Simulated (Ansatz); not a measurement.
Z-matrix (Å, degrees):
```
Zr
Cl 1 2.3340
Cl 1 2.3340 2 109.47
Cl 1 2.3340 2 109.47 3 -120.00
Cl 1 2.3340 2 109.47 3 120.00
```
Charge 0, multiplicity 1.

Computed with frozen-core CCSD(T)/def2-TZVPP // PBE-D3(BJ)/def2-SVP (Ansatz, an electronic-structure program).

```json
{
 "HF energy": "-1884.92678 Ha",
 "MP2 correlation energy": "-1.09378 Ha"
}
```

### Question
Estimate the CCSD correlation energy, the (T) correction, the total energy and the T1 diagnostic.

### Answer

The CCSD correlation energy comes out as -1.14257 Ha, the (T) correction is -0.05605 Ha and the CCSD(T) total energy is -1886.12540 Ha. The T1 diagnostic comes out as 0.016.
